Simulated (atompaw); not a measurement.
**LDA (PW92) PAW (atompaw) dataset for nitrogen, scalar-relativistic all-electron reference.**

nitrogen, PAW, made with atompaw 4.2.0.5 (LDA (PW92), scalar-relativistic). Core [He], reference 2s2 2p3. Waves: 2s (bound): rc 2.15 bohr; 2s channel at 3.5 Ry: rc 2.15 bohr; 2p (bound): rc 2.15 bohr; 2p channel at 2.45 Ry: rc 2.15 bohr. Local part: ultrasoft scheme with l = 2 at 0.5 Ry, radius 1.50 bohr. Core correction: smooth core density matched at 1.70 bohr. Augmentation charge: besselshape compensation charge, radius 1.85 bohr; PAW radius 2.15 bohr; waves and projectors: custom rrkj gramschmidtortho.

All-electron outer shells of the reference configuration (LDA (PW92), scalar-relativistic, ld1.x):

```tsv
shell	level (eV)	outermost node (bohr)	outermost maximum (bohr)
1s	-381.51	–	0.15
2s	-18.42	0.32	1.02
2p	-7.24	–	0.97
```

Calculated quality:

```json
{"Cutoffs needed": "15 Ry and 18 Ry (the cutoffs (Ry, on a coarse ladder) from which the occupation-weighted sum of valence levels, in a spherical-Bessel basis at the reference potential, stays within 10 and 1 mRy of its value at 400 Ry)", "Ghost test": "no extra level below or beside the all-electron valence levels (s, p, d, f tested) (spherical-Bessel basis up to 400 Ry, 20 bohr box)", "Lowest eigenvalue of the overlap operator": "0.82 (p channel)", "Overlap eigenvalues printed by atompaw (projector basis)": "0.584, 1.98, 11.3, 429", "Share of each valence orbital outside the PAW sphere": "2s 10 %, 2p 18 %"}
```

Generation and tests took about 2.1 s on one core of a shared server CPU.
